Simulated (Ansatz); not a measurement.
System: N-germyl-N-methylmethanamine, C2H9GeN, charge 0, multiplicity 1. SMILES: C[N](C)[GeH3]
Coordinates optimised at B3LYP-D3(BJ)/def2-TZVP (Ansatz, a first-principles code):
```xyz
13

C     -1.9318    -0.4455    -0.1103
N     -0.7558     0.1895     0.4568
C     -0.9414     1.6131     0.6741
Ge     0.8845    -0.3433    -0.2158
H     -2.2126    -0.0458    -1.0986
H     -1.7721    -1.5201    -0.2138
H     -2.7895    -0.3004     0.5556
H     -0.0567     2.0453     1.1448
H     -1.7894     1.7782     1.3477
H     -1.1439     2.1754    -0.2522
H      0.9189    -1.8787    -0.1508
H      1.9632     0.2918     0.6763
H      1.1072     0.1089    -1.6837
```

Computed values are from Ansatz. Valence correlation only, unless marked. UHF or UKS for open shells. No spin-orbit coupling. The frozen core is the preceding noble-gas configuration, with the filled d and f shells of earlier blocks. No relativistic terms. CBS marks a two-point X^-3 extrapolation of the correlation energy; Hartree-Fock from the larger set. [CCSD(T)-MP2]/basis is that difference in the basis named.

The atomisation energy De is 1049.9 kcal/mol at CCSD(T)/CBS(aug-cc-pVTZ,aug-cc-pVQZ) and the vertical ionisation energy (to the doublet) is 8.45 eV at RI-MP2/CBS(aug-cc-pVTZ,aug-cc-pVQZ)+[CCSD(T)-MP2]/aug-cc-pVTZ. The vertical triplet-singlet gap is 5.25 eV at RI-MP2/CBS(aug-cc-pVTZ,aug-cc-pVQZ)+[CCSD(T)-MP2]/aug-cc-pVTZ and the total energy is -2211.7159 Eh at CCSD(T)/CBS(aug-cc-pVTZ,aug-cc-pVQZ). The dipole moment is 0.51 D at CCSD(T)/aug-cc-pVDZ and the T1 diagnostic comes out as 0.010 at CCSD/aug-cc-pVQZ.
